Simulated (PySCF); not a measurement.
Start geometry of `[NH]1[SiH2][SiH2][GeH2]1` from a GFN2-xTB structure with every atom displaced at random (by about 0.01 Å) (Å):
```
atom  x, y, z in Å
N1     0.694   -1.066    0.063
Si2   -1.039   -1.078    0.265
Si3   -0.990    1.232   -0.065
Ge4    1.367    0.697   -0.259
H5     1.230   -1.884    0.095
H6    -1.456   -1.551    1.589
H7    -1.722   -1.876   -0.750
H8    -1.179    2.204    1.022
H9    -1.476    1.880   -1.258
H10    2.441    0.869    0.802
H11    2.169    0.546   -1.521
```

Task: What comes out of this run: PBE0-D3(BJ)/def2-SVP geometry optimisation, gas phase (PySCF 2.14.0)?

Result: 
```
atom  x, y, z in Å
N1     0.703   -1.157    0.077
Si2   -1.029   -1.038    0.259
Si3   -0.857    1.289   -0.077
Ge4    1.413    0.535   -0.243
H5     1.253   -2.010    0.122
H6    -1.550   -1.464    1.600
H7    -1.823   -1.795   -0.765
H8    -1.155    2.175    1.089
H9    -1.457    1.865   -1.317
H10    2.418    0.958    0.852
H11    2.127    0.614   -1.612
```

The energy falls by 8.9 kcal/mol over 6 energy and gradient evaluations, the largest force component goes from 0.0377 to 2.9e-04 Eh/bohr, and the atoms move by 0.109 Å rms after alignment. Among the bonds, N1–Ge4 and Si3–H9 change most and about equally (-0.052 to +0.052 Å). Bonds longer at the end by more than 0.005 Å: 8 of 11; shorter: 2. Among the angles that change most is Si3–Ge4–H10, from 127.3° to 118.7°. Among the dihedrals that turn most is H8–Si3–Ge4–H10, from 21° to 2°. Rotational constants go from 4124, 2110, 1464 to 3990, 2219, 1503 MHz. The orientation of the end geometry is arbitrary; only internal coordinates are fixed.

The run used 117 basis functions and 38 SCF cycles in all. The run took 38 s of wall time on an Arm Neoverse V1 with one thread, shared host with 32 logical CPUs at a one-minute load of 36, and the process peaked at 0.50 GiB of memory.

Stationary, but not proved a minimum.
